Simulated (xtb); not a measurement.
xtb input for Cl2GeH4OSi, SMILES Cl[SiH](Cl)[O][GeH3], GFN2-xTB. 

```
$ xtb mol.xyz --gfn 2 --sp --chrg 0 --uhf 0 --json
$ cat mol.xyz
9

Si     1.05744670     0.13947673    -0.70363619
Cl     0.82173036     2.12622204    -0.61700395
Cl     2.26709440    -0.45664636     0.77453201
O     -0.37490961    -0.58652812    -0.56225126
Ge    -1.85306242    -0.72088815     0.37389032
H      1.52570521    -0.29697550    -2.00192092
H     -2.46299456     0.64682281     0.39975617
H     -2.62718243    -1.71767598    -0.42446527
H     -1.45252871    -1.20698650     1.73307939
```

Output:

```
[banner left out]
          |                Calculation Setup                |
           -------------------------------------------------



           -------------------------------------------------
          |                 G F N 2 - x T B                 |
           -------------------------------------------------

        Reference                      10.1021/acs.jctc.8b01176
      * Hamiltonian:
        H0-scaling (s, p, d)           1.850000    2.230000    2.230000
        zeta-weighting                 0.500000
      * Dispersion:
        s8                             2.700000
        a1                             0.520000
        a2                             5.000000
        s9                             5.000000
      * Repulsion:
        kExp                           1.500000    1.000000
        rExp                           1.000000
      * Coulomb:
        alpha                          2.000000
        third order                    shell-resolved
        anisotropic                    true
        a3                             3.000000
        a5                             4.000000
        cn-shift                       1.200000
        cn-exp                         4.000000
        max-rad                        5.000000


          ...................................................
          :                      SETUP                      :
          :.................................................:
          :  # basis functions                  48          :
          :  # atomic orbitals                  44          :
          :  # shells                           18          :
          :  # electrons                        32          :
          :  max. iterations                   250          :
          :  Hamiltonian                  GFN2-xTB          :
          :  restarted?                      false          :
          :  GBSA solvation                  false          :
          :  PC potential                    false          :
          :  electronic temp.          300.0000000     K    :
          :  accuracy                    1.0000000          :
          :  -> integral cutoff          0.2500000E+02      :
          :  -> integral neglect         0.1000000E-07      :
          :  -> SCF convergence          0.1000000E-05 Eh   :
          :  -> wf. convergence          0.1000000E-03 e    :
          :  Broyden damping             0.4000000          :
          :  net charge                          0          :
          :  unpaired electrons                  0          :
          ...................................................

 iter      E             dE          RMSdq      gap      omega  full diag
   1    -18.9070339 -0.189070E+02  0.824E+00    5.57       0.0  T
   2    -19.0037752 -0.967413E-01  0.948E+00    6.13       1.0  T
   3    -19.0779642 -0.741889E-01  0.640E+00    6.35       1.0  T
   4    -19.0784108 -0.446610E-03  0.122E+00    6.29       1.0  T
   5    -19.0873001 -0.888936E-02  0.683E-01    6.56       1.0  T
   6    -19.0882873 -0.987211E-03  0.620E-01    6.39       1.0  T
   7    -19.0887049 -0.417571E-03  0.388E-01    6.47       1.0  T
   8    -19.0888938 -0.188860E-03  0.950E-02    6.49       1.0  T
   9    -19.0888281  0.656239E-04  0.135E-01    6.46       1.0  T
  10    -19.0889241 -0.959260E-04  0.541E-02    6.48       1.0  T
  11    -19.0889317 -0.762728E-05  0.995E-03    6.49       3.4  T
  12    -19.0889321 -0.382244E-06  0.342E-03    6.48       9.7  T
  13    -19.0889321  0.510395E-08  0.236E-03    6.48      14.1  T
  14    -19.0889321 -0.313917E-07  0.330E-04    6.48     100.9  T
  15    -19.0889321  0.267839E-10  0.286E-04    6.48     116.6  T

   *** convergence criteria satisfied after 15 iterations ***

         #    Occupation            Energy/Eh            Energy/eV
      -------------------------------------------------------------
         1        2.0000           -1.0701566             -29.1204
       ...           ...                  ...                  ...
        10        2.0000           -0.4714517             -12.8289
        11        2.0000           -0.4561446             -12.4123
        12        2.0000           -0.4510559             -12.2739
        13        2.0000           -0.4433414             -12.0639
        14        2.0000           -0.4424911             -12.0408
        15        2.0000           -0.4398253             -11.9683
        16        2.0000           -0.4372854             -11.8991 (HOMO)
        17                         -0.1990024              -5.4151 (LUMO)
        18                         -0.1810683              -4.9271
        19                         -0.1552059              -4.2234
        20                         -0.1379719              -3.7544
        21                         -0.1312302              -3.5710
       ...                                ...                  ...
        44                          1.1091161              30.1806
      -------------------------------------------------------------
                  HL-Gap            0.2382830 Eh            6.4840 eV
             Fermi-level           -0.3181439 Eh           -8.6571 eV

 SCC (total)                   0 d,  0 h,  0 min,  0.024 sec
 SCC setup                      ...        0 min,  0.000 sec (  0.564%)
 Dispersion                     ...        0 min,  0.000 sec (  0.220%)
 classical contributions        ...        0 min,  0.000 sec (  0.078%)
 integral evaluation            ...        0 min,  0.004 sec ( 15.882%)
 iterations                     ...        0 min,  0.012 sec ( 51.626%)
 molecular gradient             ...        0 min,  0.007 sec ( 30.694%)
 printout                       ...        0 min,  0.000 sec (  0.840%)

         :::::::::::::::::::::::::::::::::::::::::::::::::::::
         ::                     SUMMARY                     ::
         :::::::::::::::::::::::::::::::::::::::::::::::::::::
         :: total energy             -19.023957168195 Eh    ::
         :: gradient norm              0.000148191178 Eh/a0 ::
         :: HOMO-LUMO gap              6.484010367125 eV    ::
         ::.................................................::
         :: SCC energy               -19.088919257506 Eh    ::
         :: -> isotropic ES            0.044868774065 Eh    ::
         :: -> anisotropic ES         -0.003160081026 Eh    ::
         :: -> anisotropic XC         -0.001366137708 Eh    ::
         :: -> dispersion             -0.007795212729 Eh    ::
         :: repulsion energy           0.064962089311 Eh    ::
         :: add. restraining           0.000000000000 Eh    ::
         :: total charge              -0.000000000000 e     ::
         :::::::::::::::::::::::::::::::::::::::::::::::::::::

           -------------------------------------------------
          |                Property Printout                |
           -------------------------------------------------

    * Orbital Energies and Occupations

         #    Occupation            Energy/Eh            Energy/eV
      -------------------------------------------------------------
         1        2.0000           -1.0701566             -29.1204
       ...           ...                  ...                  ...
         4        2.0000           -0.6856275             -18.6569
         5        2.0000           -0.6126803             -16.6719
         6        2.0000           -0.5188074             -14.1175
         7        2.0000           -0.5154344             -14.0257
         8        2.0000           -0.5147917             -14.0082
         9        2.0000           -0.4726841             -12.8624
        10        2.0000           -0.4714517             -12.8289
        11        2.0000           -0.4561446             -12.4123
        12        2.0000           -0.4510559             -12.2739
        13        2.0000           -0.4433414             -12.0639
        14        2.0000           -0.4424911             -12.0408
        15        2.0000           -0.4398253             -11.9683
        16        2.0000           -0.4372854             -11.8991 (HOMO)
        17                         -0.1990024              -5.4151 (LUMO)
        18                         -0.1810683              -4.9271
        19                         -0.1552059              -4.2234
        20                         -0.1379719              -3.7544
        21                         -0.1312302              -3.5710
        22                         -0.1259364              -3.4269
        23                         -0.0577409              -1.5712
        24                         -0.0289085              -0.7866
        25                         -0.0248592              -0.6765
        26                          0.0096916               0.2637
        27                          0.0098911               0.2692
       ...                                ...                  ...
        44                          1.1091161              30.1806
      -------------------------------------------------------------
                  HL-Gap            0.2382830 Eh            6.4840 eV
             Fermi-level           -0.3181439 Eh           -8.6571 eV

     #   Z          covCN         q      C6AA      α(0)
     1  14 Si       3.376     0.582   106.998    20.489
     2  17 Cl       0.810    -0.202   105.401    15.705
     3  17 Cl       0.810    -0.198   105.271    15.696
     4   8 O        1.550    -0.417    21.248     6.219
     5  32 Ge       3.671     0.217   167.500    23.244
     6   1 H        0.922    -0.025     3.532     2.939
     7   1 H        0.938     0.013     2.845     2.637
     8   1 H        0.939     0.017     2.774     2.604
     9   1 H        0.938     0.013     2.847     2.638

 Mol. C6AA /au·bohr⁶  :       3020.661952
 Mol. C8AA /au·bohr⁸  :     149385.223829
 Mol. α(0) /au        :         92.171482


Wiberg/Mayer (AO) data.
largest (>0.10) Wiberg bond orders for each atom

 ---------------------------------------------------------------------------
     #   Z sym  total        # sym  WBO       # sym  WBO       # sym  WBO
 ---------------------------------------------------------------------------
     1  14 Si   4.269 --     4 O    1.125     3 Cl   1.125     2 Cl   1.119
                             6 H    0.866
     2  17 Cl   1.264 --     1 Si   1.119
     3  17 Cl   1.270 --     1 Si   1.125
     4   8 O    2.369 --     1 Si   1.125     5 Ge   1.024
     5  32 Ge   3.546 --     4 O    1.024     8 H    0.832     7 H    0.829
                             9 H    0.829
     6   1 H    0.999 --     1 Si   0.866
     7   1 H    1.000 --     5 Ge   0.829
     8   1 H    1.000 --     5 Ge   0.832
     9   1 H    1.000 --     5 Ge   0.829
 ---------------------------------------------------------------------------

Topologies differ in total number of bonds
Writing topology from bond orders to xtbtopo.mol

molecular dipole:
                 x           y           z       tot (Debye)
 q only:       -0.711      -0.375      -0.101
   full:       -0.678      -0.389      -0.137       2.018
molecular quadrupole (traceless):
                xx          xy          yy          xz          yz          zz
 q only:        2.967       1.214      -3.718      -4.630       0.301       0.751
  q+dip:        0.078      -0.062      -3.053      -4.015       1.314       2.974
   full:        2.300       0.871      -3.792      -4.917       0.536       1.492


           -------------------------------------------------
          | TOTAL ENERGY              -19.023957168195 Eh   |
          | GRADIENT NORM               0.000148191178 Eh/α |
          | HOMO-LUMO GAP               6.484010367125 eV   |
           -------------------------------------------------
Note: The following floating-point exceptions are signalling: IEEE_UNDERFLOW_FLAG IEEE_DENORMAL
normal termination of xtb

------------------------------------------------------------------------
------------------------------------------------------------------------
 total:
 SCF:
```

The run converged.
